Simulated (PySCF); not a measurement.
**[Dy(H2O)]3+ at several levels of theory**

Computed with PySCF 2.14.0 (density fitting, no spin-orbit coupling) at the geometry relaxed with PBE0:

```xyz
4
[Dy(H2O)]3+ (singlet in the valence; each metal's 4f electrons, 9 of them, lie in its core potential, out of spins and levels)
Dy    0.0000    0.0000   -0.0615
O     0.0000    0.0000    2.1093
H     0.7802    0.0000    2.7397
H    -0.7802    0.0000    2.7397
```

```tsv
level	basis	state	HOMO (eV)	gap (eV)	charge on Dy1 (e)	population of f-type functions on Dy1 (polarisation alone where 4f lies in the core)	dipole about the centre of mass (D)	largest force component (eV/Å)
PBE0	Dy lcecp-1-SVP with ECP55, O def2-SVP, H def2-SVP	singlet	-28.27	7.56	2.55	0.02	3.31	0.01
HF	the same	singlet	-32.59	15.58	2.68	0.02	2.57	1.67
B3LYP	the same	singlet	-27.99	6.87	2.53	0.02	3.38	0.16
BP86	the same	singlet	-26.75	5.03	2.49	0.02	3.65	0.53
PBE0	Dy lcecp-1-TZVP with ECP55, O def2-TZVP, H def2-TZVP	singlet	-28.25	7.56	2.63	0.03	3.37	0.30
```

In the lcecp rows the 4f levels are missing from HOMO and gap, and the state counts the valence alone.

Charges are Mulliken's, which hang on the basis. The relaxation used the grid (50, 194), these runs (75, 302) or, all-electron (x2c bases, spin-free X2C Hamiltonian), (99, 590).

Problem. What does M06-L with Dy lcecp-1-SVP with ECP55, O def2-SVP, H def2-SVP give here?

Solution. state singlet, HOMO (eV) -26.81, gap (eV) 5.65, charge on Dy1 (e) 2.57, population of f-type functions on Dy1 (polarisation alone where 4f lies in the core) 0.02, dipole about the centre of mass (D) 3.23, largest force component (eV/Å) 0.30. Time: 2.6 s on 2 threads of Arm Neoverse V1 (shared host), from an already converged density.

In the first row's basis the gap widens with exact exchange: 5.0 to 5.7 eV for BP86, M06-L (none); 6.9 to 7.6 eV for B3LYP, PBE0 (a fixed share); 15.6 eV for Hartree–Fock (rising or full at long range).

An lcecp potential fixes the number of 4f electrons, so in runs with it no electron can move into or out of that shell.
